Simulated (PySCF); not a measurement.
## Working out the ionisation energy of Cd⁺

Cd⁺ [Kr] 4d10 5s1 (2S) → Cd²⁺ [Kr] 4d10 (1S). All numbers are calculated (PySCF 2.14, a scalar-relativistic core potential, in def2-QZVPPD with the def2 core potential (28 electrons) (7s5p4d4f2g, 88 functions)). Frozen: nothing. Energies in hartree (1 hartree = 27.21139 eV):

| part | Cd⁺ (lower) | Cd²⁺ (upper) |
| --- | --- | --- |
| UHF | -166.615296 | -166.042575 |
| CCSD correlation | -0.704125 | -0.661678 |
| (T) | -0.020112 | -0.016249 |

**Question.** What does Hartree-Fock give?

**Answer.** (-166.042575) − (-166.615296) = 0.572721 hartree = 15.585 eV.

**Question.** What do CCSD and CCSD(T) give?

**Answer.** The CCSD correlation energies differ by 0.042447 hartree = 1.155 eV and the triples by 0.003863 hartree = 0.105 eV, so CCSD gives 16.740 eV and CCSD(T) 16.845 eV.

Measured between the centres of the two terms (NIST): 16.908 eV, so CCSD(T) (valence and next inner shell) is off by -0.063 eV.

What remains against the reference includes basis incompleteness and higher excitations.
